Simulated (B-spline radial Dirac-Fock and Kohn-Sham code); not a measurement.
**The F-like isoelectronic sequence (9 electrons), Z = 21 to 35**

Calculated with a radial B-spline solver, using Dirac-Fock (average of configuration) total-energy differences with a finite nucleus, the Breit interaction including its frequency dependence, and self-energy and vacuum-polarisation corrections. Binding energies in eV, tabulated ground configurations ([He] 2s2 2p5 throughout). Electron correlation is not included.

```
  ion       1s      2s  outermost level  NIST ionisation energy
Sc¹²⁺   4894.9   846.9       761.3 (2p)               757.7 ± 1
Ti¹³⁺        ?       ?                ?                       ?
 V¹⁴⁺   5983.6  1079.1       981.6 (2p)             977.2 ± 1.3
Cr¹⁵⁺   6570.1  1205.8      1102.2 (2p)            1097.2 ± 1.4
Mn¹⁶⁺   7184.9  1339.7      1229.6 (2p)            1224.1 ± 1.5
Fe¹⁷⁺   7828.1  1480.6      1364.0 (2p)            1357.8 ± 1.9
Co¹⁸⁺   8499.7  1628.8      1505.3 (2p)            1504.5 ± 1.2
Ni¹⁹⁺   9199.9  1784.1      1653.5 (2p)                1646 ± 3
Cu²⁰⁺   9928.8  1946.7      1808.8 (2p)                1800 ± 3
Zn²¹⁺  10686.6  2116.5      1971.0 (2p)                1961 ± 3
Ga²²⁺  11473.3  2293.7      2140.2 (2p)                2129 ± 4
Ge²³⁺  12289.1  2478.2      2316.4 (2p)                2304 ± 4
As²⁴⁺  13134.1  2670.1      2499.6 (2p)                2486 ± 4
Se²⁵⁺  14008.5  2869.5      2689.9 (2p)                2674 ± 5
Br²⁶⁺  14912.4  3076.4      2887.2 (2p)                2869 ± 5
```

Question: Fill in the row of Ti¹³⁺.

Answer: 1s 5425.2, 2s 959.5, outermost 868.0 (2p), NIST 864 ± 1.2 eV.

NIST's values are for the lowest levels; a dash marks a value that is missing or belongs to another shell. Their kind here: measured, semi-empirical. Where a p, d or f shell is open in either ion the computed value averages over both j values and all terms, while the table refers to the lowest levels; that difference holds spin-orbit splitting (largest in heavy or highly charged ions), term energies where several electrons share open shells, and correlation, and it can reach 10 % or more.
